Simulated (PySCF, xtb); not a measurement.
FHSSe, SMILES [Se](F)S.

xtb with GFN2-xTB at its own geometry gives an orbital gap of 2.93 eV and a dipole moment of 2.76 D.

Geometry: PBE0-D3(BJ)/def2-TZVP. One conformer was computed; it need not be the lowest.

Question: What does HF/def2-TZVPD (PySCF) give? (An estimate is asked for; the answer gives what the named calculation found.)

Answer: gap 11.12 eV (levels -10.10 and 1.02 eV), dipole 2.22 D.
